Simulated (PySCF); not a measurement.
**Dy(NH2)2: from a saddle point downhill**

PySCF 2.14.0, RKS PBE0, Dy lcecp-0-SVP with ECP56, N def2-SVP, H def2-SVP; non-relativistic Hamiltonian with scalar-relativistic core potentials where named; density fitting; no spin-orbit coupling. Relaxed within the symmetry of its start, the geometry (C2v) is

```xyz
7

Dy    0.0000    0.0000   -0.1376
N     2.1685    0.0000    0.6649
H     2.7250   -0.7997    0.9761
H     2.7250    0.7997    0.9761
N    -2.1685    0.0000    0.6649
H    -2.7250    0.7997    0.9761
H    -2.7250   -0.7997    0.9761
```

and its lowest harmonic modes are -164, -158, 78, 284, 295, 440 cm⁻¹ (negative: unstable). It was moved along the lowest mode and relaxed again, within the group Cs that the move left.

(1) Where does it end, and how much lower?

(2) How do the contacts change?

(3) Is the end a minimum?

An lcecp potential fixes the number of 4f electrons, so in runs with it no electron can move into or out of that shell; real Dy(II) is rare or takes another configuration.

State: singlet in the valence, with the 4f electrons in the core potential.

Results:

(1) In nearly C2v, 0.123 eV lower, after 21 steps:
```xyz
7

Dy    0.0000   -0.8736   -0.1205
N     1.9426   -0.0217    0.7004
H     2.9203   -0.2510    0.5121
H     1.9922    0.7257    1.3960
N    -1.9426   -0.0217    0.7004
H    -1.9922    0.7257    1.3960
H    -2.9203   -0.2510    0.5121
```

(2) 
```tsv
contact	saddle (Å)	end (Å)
Dy1–N2 (NH2)	2.312	2.274
Dy1–N5 (NH2)	2.312	2.274
```


(3) Yes; lowest modes 83, 142, 167, 297, 357, 453 cm⁻¹.
